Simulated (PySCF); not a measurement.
C₂H₆GeN₂, SMILES [NH2][Ge@H]1[CH]=N[CH2]1. The structure is a stationary point at PBE-D3(BJ)/def2-SVP. The structure was generated by enumeration; whether it is a known compound was not checked. Other conformers were not sampled.

Computed equilibrium geometry at PBE-D3(BJ)/def2-SVP (PySCF confirms it by a frequency run) as Cartesian coordinates in Å (one conformer of several):
```xyz
11

N      1.9309    -0.0071     0.8072
Ge     0.4160    -0.2084    -0.2340
C     -1.3210    -0.7114     0.6131
N     -2.0015     0.3005     0.1871
C     -1.0554     1.1759    -0.5299
H      2.7970     0.1644     0.2856
H      1.8582     0.6737     1.5702
H      0.8997    -1.0316    -1.4693
H     -1.7925    -1.5194     1.2091
H     -0.9333     2.1454    -0.0022
H     -1.3897     1.3952    -1.5663
```
